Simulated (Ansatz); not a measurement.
One change: `[I][GeH]([I])[I]` becomes `I[SiH](I)I`.

Ansatz, PBE0-D4/def2-TZVP geometries, multiplicity 1. 

Elements past krypton have def2 core potentials. Scalar relativity is left out up to krypton. Spin–orbit coupling is left out; it splits and shifts lone-pair levels of the heavy atoms by tenths of an eV.

```tsv
property	`[I][GeH]([I])[I]`
HOMO–LUMO gap (PBE/def2-TZVPP) / eV	3.14
HOMO energy (ωB97M-V/def2-TZVPP) / eV	-9.78
size of the dipole moment (B3LYP/def2-TZVPP) / D	0.63
LUMO energy (B3LYP/def2-TZVPP) / eV	-2.92
size of the dipole moment (PBE/def2-TZVPP) / D	0.58
LUMO energy (ωB97M-V/def2-TZVPP) / eV	-0.89
```

(1) What does the change do to each property? (An estimate is asked.)

Answers

(1) The calculation gave: 
```
                                        property  `I[SiH](I)I`  shift
             HOMO–LUMO gap (PBE/def2-TZVPP) / eV          3.74   0.60
           HOMO energy (ωB97M-V/def2-TZVPP) / eV         -9.72   0.06
size of the dipole moment (B3LYP/def2-TZVPP) / D          0.34  -0.29
             LUMO energy (B3LYP/def2-TZVPP) / eV         -2.25   0.67
  size of the dipole moment (PBE/def2-TZVPP) / D          0.27  -0.31
           LUMO energy (ωB97M-V/def2-TZVPP) / eV         -0.25   0.64
```

Dipoles are sizes alone; their direction can turn.

B3LYP here is the variant with VWN-RPA as its local correlation; programs differ in this.
